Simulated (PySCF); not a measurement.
**C₆ coefficients of unlike pairs at PBE0**

Calculated with PySCF 2.14 from the dipole response of each species, C₆(A,B) = (3/π) ∫ α_A(iu) α_B(iu) du, in atomic units, from isotropic polarisabilities. For ions this is the dispersion term alone; charge-induced terms of lower order in 1/R come first.

| species | configuration | basis | relativity | α (bohr³) | C₆ (like pair) |
| --- | --- | --- | --- | --- | --- |
| P | [Ne] 3s2 3p3 (4S) | dyall-acv3z (19s12p6d4f) | none | 26.36 | 195.7 |
| N²⁺ | [He] 2s2 2p1 (2P) | aug-cc-pVQZ-DK (6s5p4d3f2g) | spin-free X2C | 2.596 | 3.683 |
| Sc²⁺ | [Ar] 3d1 (2D) | def2-TZVPPD (6s6p4d2f1g) | none | 4.819 | 14.02 |
| Fe | [Ar] 3d6 4s2 (5D) | aug-cc-pVDZ (7s6p4d2f) | none | 67.33 | 614.2 |

Estimate C₆ for Fe with P.

The integral gives 329.6. The combination rule 2 C_A C_B / (C_A α_B/α_A + C_B α_A/α_B) gives 324.7 and the geometric mean 346.7.

No spin-orbit coupling is included.

The other pairs:

```tsv
pair	C₆
Sc²⁺, N²⁺	7.132
N²⁺, P	25.39
Fe, Sc²⁺	73.65
Fe, N²⁺	39.62
Sc²⁺, P	47.52
```
